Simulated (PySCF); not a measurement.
## Correlation energy of Se⁺ (selenium, charge +1)

[Ar] 3d10 4s2 4p3, high-spin 4S determinant. All numbers are calculated (PySCF 2.14, scalar relativity by spin-free X2C-1e, in x2c-TZVPPall with one added diffuse shell each of s, p, d type (7s6p5d1f, 57 functions)). Frozen: [Ne]; 23 electrons correlated.

```json
{"level": "CCSD", "correlation energy (mhartree)": "-268.22"}
{"level": "(T)", "correlation energy (mhartree)": "-7.13"}
{"level": "CCSD(T)", "correlation energy (mhartree)": "-275.35"}
```

Diagnostics: T1 = 0.0040, D1 = 0.0083, largest double amplitude 0.038.

Cost of the coupled-cluster step: of the order of 8 core-seconds, for 23 correlated electrons.

Iterations:

```
CC2 = 0
CCSD nocc = (np.int64(13), np.int64(10)), nmo = (52, 52)
frozen orbitals [[0, 1, 2, 3, 4], [0, 1, 2, 3, 4]]
max_cycle = 100
direct = 0
conv_tol = 1e-08
conv_tol_normt = 1e-06
diis_space = 8
diis_start_cycle = 0
Init t2, MP2 energy = -0.271548471410655
Init E_corr(UCCSD) = -0.271548471453586
cycle = 1  E_corr(UCCSD) = -0.260559685957276  dE = 0.0109887855  norm(t1,t2) = 0.0448142
cycle = 2  E_corr(UCCSD) = -0.268567803599375  dE = -0.00800811764  norm(t1,t2) = 0.0112754
cycle = 3  E_corr(UCCSD) = -0.267777906863898  dE = 0.000789896735  norm(t1,t2) = 0.00345547
cycle = 4  E_corr(UCCSD) = -0.268223502554933  dE = -0.000445595691  norm(t1,t2) = 0.00114572
cycle = 5  E_corr(UCCSD) = -0.268220434559461  dE = 3.06799547e-06  norm(t1,t2) = 0.000146385
cycle = 6  E_corr(UCCSD) = -0.268214606837041  dE = 5.82772242e-06  norm(t1,t2) = 2.30469e-05
cycle = 7  E_corr(UCCSD) = -0.268214913123324  dE = -3.06286283e-07  norm(t1,t2) = 5.84645e-06
cycle = 8  E_corr(UCCSD) = -0.26821506037706  dE = -1.47253736e-07  norm(t1,t2) = 1.51008e-06
cycle = 9  E_corr(UCCSD) = -0.268215012946146  dE = 4.74309145e-08  norm(t1,t2) = 3.36966e-07
cycle = 10  E_corr(UCCSD) = -0.268215014177918  dE = -1.2317718e-09  norm(t1,t2) = 6.42288e-08
UCCSD converged
E(UCCSD) = -2428.02135354547  E_corr = -0.2682150141779177
UCCSD(T) correction = -0.00713060947911098
```

This basis was not built for core-valence correlation, so the inner-shell part is incomplete.
